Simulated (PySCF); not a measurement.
**¹⁷O chemical shifts**

[PySCF 2.14.0 with density-fitted response routines: coordinates at the GFN2-xTB level; GIAO PBE0/pcSseg-1 shieldings; isolated molecule; a single conformation; rapidly exchanging positions averaged; no relativistic terms]

Shieldings were converted by a linear fit to measured shifts: ¹⁷O: δ = 266.70 − 0.911σ (rms 10.7 ppm, 155 shifts, 12.2 ppm with the 3 outliers that the fit left out vs liquid water, solution or neat liquid). A few per cent of atoms miss by over 2 rms, more outside the fitted compound classes.

Task: Give the ¹⁷O shifts of `CO[C@@H]([SiH2]C=C=O)SC`, `C#C[Si@@H](OC)OCCS`, `[SiH3]O[Si@H]1[SiH2]O[SiH2][SiH2]1`, `CCOCOC(F)F`.

Result: 
```tsv
compound	environment	δ (ppm)
[CH3:1][O:2][C@@H:3]([SiH2:4][CH:5]=[C:6]=[O:7])[S:8][CH3:9]	O7: carbonyl oxygen	243.2
[CH3:1][O:2][C@@H:3]([SiH2:4][CH:5]=[C:6]=[O:7])[S:8][CH3:9]	O2: ether oxygen	-18.9
[CH:1]#[C:2][Si@@H:3]([O:4][CH3:5])[O:6][CH2:7][CH2:8][SH:9]	O6: oxygen bonded to C, Si	12.8
[CH:1]#[C:2][Si@@H:3]([O:4][CH3:5])[O:6][CH2:7][CH2:8][SH:9]	O4: oxygen bonded to C, Si	-15.9
[SiH3:1][O:2][Si@H:3]1[SiH2:4][O:5][SiH2:6][SiH2:7]1	O5: oxygen bonded to 2 Si, in a 5-membered ring	-28.3
[SiH3:1][O:2][Si@H:3]1[SiH2:4][O:5][SiH2:6][SiH2:7]1	O2: oxygen bonded to 2 Si	-56.9
[CH3:1][CH2:2][O:3][CH2:4][O:5][CH:6]([F:7])[F:8]	O5: ether oxygen	86.8
[CH3:1][CH2:2][O:3][CH2:4][O:5][CH:6]([F:7])[F:8]	O3: ether oxygen	32.5
```
